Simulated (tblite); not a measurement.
C3H10O2SSi2.
Structure used (GFN2-xTB), in Å, numbered top down from 1:
```xyz
18
C3H10O2SSi2 angstrom
C      3.467   -0.180   -0.154
Si     1.748   -0.772   -0.696
C      0.669    0.770   -0.984
S     -0.949    0.345   -1.732
Si    -2.062   -0.158    0.010
O     -1.787    0.941    1.169
C     -3.913   -0.109   -0.453
O     -4.706    0.432    0.279
H      3.422    0.399    0.763
H      3.934    0.441   -0.913
H      4.122   -1.027    0.024
H      1.128   -1.592    0.353
H      1.820   -1.531   -1.947
H      1.130    1.452   -1.697
H      0.465    1.324   -0.072
H     -1.707   -1.477    0.519
H     -2.522    1.336    1.638
H     -4.267   -0.587   -1.385
```

Method: GFN2-xTB as coded in tblite; computed harmonic values from a numerical Hessian at the method's own geometry, unscaled. This tight-binding method is rough: wavenumbers can miss measured ones by several per cent, in bad cases by 10 to 20. Modes of hydrogen on silicon can be 10 to 20 % off. One conformer, not necessarily the lowest.

Harmonic wavenumbers (cm⁻¹): 26.0, 30.2, 41.0, 73.6, 94.3, 119.7, 128.3, 141.5, 165.6, 213.2, 234.7, 266.7, 381.0, 438.4, 528.4, 559.1, 599.8, 640.5, 665.5, 694.9, 707.5, 727.3, 751.7, 777.3, 779.9, 782.8, 810.0, 823.3, 843.8, 916.3, 1076.9, 1176.6, 1355.8, 1370.4, 1433.0, 1480.7, 1487.3, 1739.4, 2222.0, 2254.6, 2293.0, 2764.1, 3001.8, 3007.5, 3038.6, 3039.7, 3055.4, 3614.9.

A = 3000, B = 498.3, C = 467.5 MHz; mass 165.994 u (most abundant isotopes); point group C1, symmetry number 1.

Task: What is the zero-point energy?

Result: Half the sum of the wavenumbers: 26687 cm⁻¹ = 76.30 kcal/mol.

Task: Entropy at 500 K, 1 bar (ideal gas, RRHO, classical rotation)?

Result: Translation 43.82, rotation 32.05, vibration 72.86: S = 148.7 cal/(mol K).

Task: And Cp and H(500 K) − H(0)?

Result: Cp = 62.86 cal/(mol K), of which vibrations give 54.91 (their classical limit is 48 R = 95.4); H(500 K) − H(0) = 20.38 kcal/mol without the zero-point energy, 16.41 from vibrations.

Task: Which modes carry the vibrational entropy at 500 K?

Result: 26.0 cm⁻¹: 7.14; 30.2 cm⁻¹: 6.84; 41.0 cm⁻¹: 6.24; 73.6 cm⁻¹: 5.08; 94.3 cm⁻¹: 4.59; 119.7 cm⁻¹: 4.12 cal/(mol K); the other 42 give 38.87 together.

Task: Blend soft modes into free rotors: weight 1/[1 + (100 cm⁻¹/ν̃)⁴] for the oscillator and the rest for a rotor with moment μB/(μ + B), μ = h/(8π²ν), B = 10⁻⁴⁴ kg m². What vibrational entropy results?

Result: 63.73 cal/(mol K) in place of 72.86, which changes −T·S at 500 K by +4.57 kcal/mol.

Hindered rotation and anharmonicity are outside this model. Other conformers, if any are populated, would add a mixing term that is left out. The structure is chiral; the term R ln 2 for an equal mix with its mirror image is left out.
